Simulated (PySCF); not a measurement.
# Dipole response of Kr³⁺ (krypton, charge +3)

[Ar] 3d10 4s2 4p3, high-spin 4S determinant. Calculation: PySCF 2.14, in x2c-QZVPPall with one added diffuse shell each of s, p, d, f type (12s9p6d5f1g, 113 functions); the spin-free X2C one-electron Hamiltonian (Gaussian nucleus). Coupled (time-dependent) response in atomic units; α is the mean over directions.

| method | mean α (bohr³) | C₆ (like pair) | S(−4) |
| --- | --- | --- | --- |
| CAM-B3LYP | 5.416 | 21.42 | 6.669 |

S(−4) is the Cauchy moment in α(ω) = α(0) + S(−4) ω² + …

α(iu) at CAM-B3LYP:

```tsv
u (hartree)	α(iu) (bohr³)
0	5.416
0.0500	5.400
0.100	5.350
0.200	5.164
0.300	4.884
0.500	4.180
0.750	3.292
1.00	2.566
1.50	1.624
2.00	1.114
3.00	0.6377
5.00	0.3185
```

A single London oscillator, α(iu) = α/(1 + u²/ω²), gives C₆ = (3/4) ω α². Matching the computed C₆ needs ω = 4 × 21.42 / (3 × 5.416²) = 0.974 hartree.

For an ion, C₆ is the dispersion term alone; charge-induced terms of lower order in 1/R come first.
